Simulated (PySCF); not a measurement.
PySCF input (M06-2X/6-31G* with LANL2DZ past Ar (5d)):

```python
from pyscf import gto, dft

mol = gto.M(
    atom='''
    B    -0.69550610    0.84456933   -0.96910073
    H    -1.34476674    0.15754573   -1.73723420
    O    -0.52308448    2.08483335   -0.86299569
    Se    0.23658860   -0.62929762    0.36130393
    H     0.96296081    0.33705993    1.20236960
    ''',
    basis={'default': '6-31g*', 'Se': 'lanl2dz'},
    ecp={'Se': 'lanl2dz'},
    charge=-1,
    spin=0,
    verbose=4,
)

mf = dft.RKS(mol, xc='m062x')
mf.grids.level = 4
mf.conv_tol = 1e-9
mf.max_cycle = 100
mf.max_memory = 1500
mf.kernel()
if not mf.converged:
    mf = mf.newton()
    mf.kernel(mf.make_rdm1())
mf.dip_moment()
```

Output:

```
PySCF version 2.14.0

[INPUT] verbose = 4
[INPUT] num. atoms = 5
[INPUT] num. electrons = 22
[INPUT] charge = -1
[INPUT] spin (= nelec alpha-beta = 2S) = 0
[INPUT] symmetry False subgroup None
[INPUT] Mole.unit = angstrom
[INPUT] Symbol           X                Y                Z      unit          X                Y                Z       unit  Magmom
[INPUT]  1 B     -0.695506100000   0.844569330000  -0.969100730000 AA   -1.314316046964   1.596004726907  -1.831334966816 Bohr   0.0
[INPUT]  2 H     -1.344766740000   0.157545730000  -1.737234200000 AA   -2.541240840024   0.297718281795  -3.282896852228 Bohr   0.0
[INPUT]  3 O     -0.523084480000   2.084833350000  -0.862995690000 AA   -0.988486407211   3.939764046859  -1.630825500780 Bohr   0.0
[INPUT]  4 Se     0.236588600000  -0.629297620000   0.361303930000 AA    0.447087658194  -1.189200152641   0.682765475429 Bohr   0.0
[INPUT]  5 H      0.962960810000   0.337059930000   1.202369600000 AA    1.819732199589   0.636950955265   2.272149244503 Bohr   0.0

nuclear repulsion = 42.1629137921769
number of shells = 20
number of NR pGTOs = 74
number of NR cGTOs = 40
basis = {'default': '6-31g*', 'Se': 'lanl2dz'}
ecp = {'Se': 'lanl2dz'}

******** <class 'pyscf.dft.rks.RKS'> ********
method = RKS
initial guess = minao
damping factor = 0
level_shift factor = 0
DIIS = <class 'pyscf.scf.diis.CDIIS'>
diis_start_cycle = 1
diis_space = 8
diis_damp = 0
SCF conv_tol = 1e-09
SCF conv_tol_grad = None
SCF max_cycles = 100
direct_scf = True
direct_scf_tol = 1e-13
XC library pyscf.dft.libxc version 7.1.2
    S. Lehtola, C. Steigemann, M. J. T. Oliveira, and M. A. L. Marques,  SoftwareX 7, 1–5 (2018)
XC functionals = m062x
    Y. Zhao and D. G. Truhlar,  Theor. Chem. Acc. 120, 215 (2008)
    Y. Zhao and D. G. Truhlar,  Theor. Chem. Acc. 120, 215 (2008)
radial grids:
    Treutler-Ahlrichs [JCP 102, 346 (1995); DOI:10.1063/1.469408] (M4) radial grids

becke partition: Becke, JCP 88, 2547 (1988); DOI:10.1063/1.454033
pruning grids: <function nwchem_prune>
grids dens level: 4
symmetrized grids: False
atomic radii adjust function: <function treutler_atomic_radii_adjust>
small_rho_cutoff = 0
Set gradient conv threshold to 3.16228e-05
Initial guess from minao.
tot grids = 117968
init E= -95.5054308115045
  HOMO = -0.0648836052218975  LUMO = 0.0353208675222305  gap/eV = 2.72670
cycle= 1 E= -109.742676175989  delta_E= -14.2  |g|= 1.47  |ddm|= 3.82
  HOMO = 0.211652383233114  LUMO = 0.255835495829871  gap/eV = 1.20228
cycle= 2 E= -105.141851026296  delta_E=  4.6  |g|=  3.6  |ddm|= 9.97
  HOMO = -0.078275540348784  LUMO = 0.199805565303283  gap/eV = 7.56697
cycle= 3 E= -110.426429449684  delta_E= -5.28  |g|= 0.526  |ddm|= 9.48
  HOMO = -0.0443565123541043  LUMO = 0.262576661948499  gap/eV = 8.35208
cycle= 4 E= -110.487468110237  delta_E= -0.061  |g|= 0.254  |ddm|= 0.782
  HOMO = -0.0610092154381217  LUMO = 0.250480364194932  gap/eV = 8.47606
cycle= 5 E= -110.506355433365  delta_E= -0.0189  |g|= 0.0212  |ddm|= 0.279
  HOMO = -0.0677848216921366  LUMO = 0.252610253481205  gap/eV = 8.71839
cycle= 6 E= -110.50656545298  delta_E= -0.00021  |g|= 0.0101  |ddm|= 0.0433
  HOMO = -0.0667866708335715  LUMO = 0.253914935020187  gap/eV = 8.72674
cycle= 7 E= -110.506602425053  delta_E= -3.7e-05  |g|= 0.00234  |ddm|= 0.0144
  HOMO = -0.0671906595195512  LUMO = 0.253872670658104  gap/eV = 8.73658
cycle= 8 E= -110.506605183661  delta_E= -2.76e-06  |g|= 0.000333  |ddm|= 0.0057
  HOMO = -0.0671803797550541  LUMO = 0.253901327941822  gap/eV = 8.73708
cycle= 9 E= -110.506605273395  delta_E= -8.97e-08  |g|= 8.52e-05  |ddm|= 0.00112
  HOMO = -0.0671919744946411  LUMO = 0.253885406112204  gap/eV = 8.73696
cycle= 10 E= -110.506605278433  delta_E= -5.04e-09  |g|= 2.95e-05  |ddm|= 0.000195
  HOMO = -0.0671917675907859  LUMO = 0.253886179257769  gap/eV = 8.73698
cycle= 11 E= -110.506605278942  delta_E= -5.09e-10  |g|= 5.3e-06  |ddm|= 6.46e-05
  HOMO = -0.0671926702142653  LUMO = 0.253886274708979  gap/eV = 8.73700
Extra cycle  E= -110.506605278943  delta_E= -9.09e-13  |g|= 6.75e-06  |ddm|= 1.23e-05
converged SCF energy = -110.506605278943

WARN: System has nonzero charge -1; the dipole moment is origin-dependent.
Location of origin: [0. 0. 0.]

Dipole moment(X, Y, Z, Debye):  1.15411, -2.94981,  1.75140
```

The dipole moment of an ion depends on the origin.
